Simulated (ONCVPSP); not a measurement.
# Varying the ONCV potential for calcium (Ca)

Base potential:

```json
{"Element": "calcium (Ca)", "Generator": "ONCVPSP 4.0.1", "Type": "optimised norm-conserving Vanderbilt (ONCV)", "Functional": "PBEsol", "Relativity": "scalar-relativistic", "Frozen core": "[Ne]", "Valence charge": "10", "Reference configuration": "3s2 3p6 4s1 (charge +1)", "Partial waves": "3s+4s: rc 1.85 bohr, ncon 4, nbas 8, qcut 5.7 1/bohr, 2 projectors; 3p: rc 1.45 bohr, ncon 4, nbas 9, qcut 10.7 1/bohr, 2 projectors, debl 2.5 Ha; d scattering state at 0.09 Ha: rc 1.45 bohr, ncon 4, nbas 7, qcut 7.5 1/bohr, 3 projectors, debl 3.3 Ha", "Local potential": "polynomial inside 1.25 bohr (lpopt 5, dvloc0 0 Ha)", "Core correction": "polynomial model core, fcfact 0.15"}
```

In the d channel the program set the typed energies aside and used 0.050, 3.350, 6.650 Ha.

All-electron outer shells of the reference configuration (PBEsol, scalar-relativistic, ld1.x):

| shell | level (eV) | outermost node (bohr) | outermost maximum (bohr) |
| --- | --- | --- | --- |
| 3s | -53.87 | 0.45 | 0.99 |
| 3p | -34.83 | 0.42 | 1.04 |
| 4s | -8.94 | 1.42 | 3.17 |

Cutoffs, loose and tight: the cutoffs (Ha) at which the residual kinetic energy of the hardest occupied pseudo-wave falls to 1 and 0.1 mHa per electron. They do not see the model core or the augmentation charge, which bear on the density cutoff. Test errors are all-electron minus pseudo excitation energies from the reference, over the configurations 3s2 3p6 4s2; 3s2 3p6 4s0; 3s2 3p6 4s1.5; 3s2 3p6 4s0 4p2. A dash means not determined; rows that change the core or the reference have their own tests.

```tsv
change	outcome	cutoff, loose	cutoff, tight	bound ghosts	GHOST(+) flags above zero	largest test error (meV)
base	generated, projector energies reset by the program	24 Ha	35 Ha	none	none	-1.3
s: rc 1.24; local potential polynomial inside 1.24 bohr (lpopt 5, dvloc0 0 Ha)	generated, projector energies reset by the program	81 Ha	113 Ha	none	none	-0.5
s: rc 1.46	generated, projector energies reset by the program	24 Ha	75 Ha	none	none	-0.8
s: rc 1.64	generated, projector energies reset by the program	24 Ha	35 Ha	none	none	-1.0
s: rc 1.8	generated, projector energies reset by the program	24 Ha	35 Ha	none	none	-1.2
s: rc 2.02	generated, projector energies reset by the program	24 Ha	35 Ha	none	none	-1.5
s: rc 2.12	generated, projector energies reset by the program	24 Ha	35 Ha	none	none	-1.6
s: rc 2.38	generated, projector energies reset by the program	24 Ha	35 Ha	none	none	-1.7
s: rc 2.52	generated, projector energies reset by the program	24 Ha	35 Ha	none	none	-1.7
s: rc 2.72	generated, projector energies reset by the program	24 Ha	35 Ha	none	none	-1.7
```

Reading the sweep of the s radius (base included, trends over the rows without a ghost): The loose cutoff falls from 81 Ha at 1.24 to 24 Ha at 2.72 bohr. A larger radius leaves more room for a smooth pseudo-wave, so fewer plane waves are needed; a smaller one forces it to follow the all-electron wave where it bends sharply. The median size of the test errors (rows with all tests solved) stays near 0.1 meV.
